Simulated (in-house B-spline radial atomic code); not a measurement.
Successive ionisation energies of osmium; each step leads to the configuration of the next row (after the last: [Ne] 3s2 3p5). Dirac energy differences include first-order Breit, QED and recoil terms. NIST's values go from ground level to ground level; the uncertainty of those that are theory runs from under 0.1 % in few-electron ions to several per cent in heavy many-electron ones. Computed with a radial B-spline atomic code at the basis-set limit: Dirac-Hartree-Fock, average of the configuration, finite nuclei.

```
  ion      configuration  ionisation energy (eV)  tabulated value (eV)    tabulated kind  computed minus tabulated (eV)  highest orbital  largest mean radius (bohr)
Os45+  [Ar] 3d10 4s2 4p1                  2323.9                  2400  tabulated theory                            -76            4p3/2                     0.39551
Os46+      [Ar] 3d10 4s2                  2552.1                  2552  tabulated theory                              0            4s1/2                     0.37865
Os47+      [Ar] 3d10 4s1                  2616.1                2615.5    semi-empirical                              1            4s1/2                     0.37669
Os48+          [Ar] 3d10                  4404.4                  4374  tabulated theory                             30            3d5/2                     0.19287
Os49+           [Ar] 3d9                  4538.1                  4501  tabulated theory                             37            3d5/2                     0.19177
Os50+           [Ar] 3d8                  4673.4                  4635  tabulated theory                             38            3d5/2                     0.19069
Os51+           [Ar] 3d7                  4810.3                  4779  tabulated theory                             31            3d5/2                     0.18962
Os52+           [Ar] 3d6                  4948.8                  4917  tabulated theory                             32            3d5/2                     0.18855
Os53+           [Ar] 3d5                  5088.8                  5052  tabulated theory                             37            3d5/2                     0.18749
Os54+           [Ar] 3d4                  5230.4                  5280  tabulated theory                            -50            3d5/2                     0.18644
Os55+           [Ar] 3d3                  5373.6                  5421  tabulated theory                            -47            3d5/2                      0.1854
Os56+           [Ar] 3d2                  5518.3                  5575  tabulated theory                            -57            3d5/2                     0.18437
Os57+           [Ar] 3d1                  5664.6                  5717  tabulated theory                            -52            3d5/2                     0.18335
Os58+       [Ne] 3s2 3p6                  6247.5                  6115  tabulated theory                            132            3p3/2                     0.18234
```

(1) Where is the largest jump?

Where a p, d or f electron is removed, the computed value is a mean over both j, so it misses the tabulated one by a part of the spin-orbit splitting; averaging over terms and missing correlation add to the gap, relatively most at low charge.

## Answers

(1) From Os47+ to Os48+, by a factor of 1.68 (2616.1 to 4404.4 eV); the highest orbital goes from 4s1/2 to 3d5/2.
